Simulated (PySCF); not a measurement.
HOSi, SMILES [OH+]=[Si] (connectivity only; charge and spin as stated), charge +1, multiplicity 1.

Geometry optimised at r2SCAN-D4/def2-TZVPD. The isomer is the one that the SMILES or the coordinates give; other isomers of the formula were not compared.

Two levels are set side by side: TDDFT-PBE/def2-TZVPD (PySCF) and ADC(3)/aug-cc-pVDZ (PySCF). Vertical, same geometry; the bases differ. Differences are taken from unrounded values.

| quantity | TDDFT-PBE |
|---|---|
| lowest singlet excitation (eV) | 6.88 |

**Question.** These are the TDDFT-PBE values. What does ADC(3) give? (Estimate from the structure and the level; the computed values follow.)

**Answer.** 
```tsv
quantity	ADC(3)	TDDFT-PBE minus ADC(3)
lowest singlet excitation (eV)	7.53	-0.65
```

Functionals without exact exchange tend to place singlet excitations lower, as here. Differences between two approximate levels are no errors against the true value.

Rough cost on one machine, each run with all the roots and properties that it gave: ADC(3) against TDDFT-PBE about 20 times.
